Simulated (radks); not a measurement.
Values are calculated unless marked as measured or tabulated.
Valence configurations of Er3+ (all share [Xe]). Level of theory: Dirac Kohn-Sham, PBEsol, spin-unpolarised, spherical densities, point nucleus; open shells fill j = l - 1/2 first (a radial shooting solver on a logarithmic mesh with Libxc functionals). Energies are relative to 4f11; eigenvalues in eV.

valence       E (eV)  e(4f5/2)  e(4f7/2)  e(5d3/2)  e(6p1/2)  e(6s1/2)
4f11           0.000   -35.992   -34.835         -         -         -
4f9 6p2       51.246   -60.502   -59.203         -   -23.453         -
4f10 6s1      15.253   -46.720   -45.494         -         -   -26.097
4f10.5 5d0.5   5.437   -39.568   -38.379   -26.202         -         -
4f10 5d1      12.209   -43.328   -42.105   -27.165         -         -
4f10 6p1      20.788   -47.744   -46.517         -   -21.136         -
4f9 5d2       30.117   -51.341   -50.050   -29.063         -         -
4f10.5 6p0.5   9.275   -41.726   -40.534         -   -19.802         -
4f9 5d1 6p1   40.006   -55.893   -54.598   -32.282   -21.744         -
4f10.5 6s0.5   6.616   -41.206   -40.015         -         -   -24.810

NIST lists [Xe] 4f11 as the ground configuration; this level of theory agrees among the configurations tried. The energies are those of spherical spin-averaged densities, not of single terms.
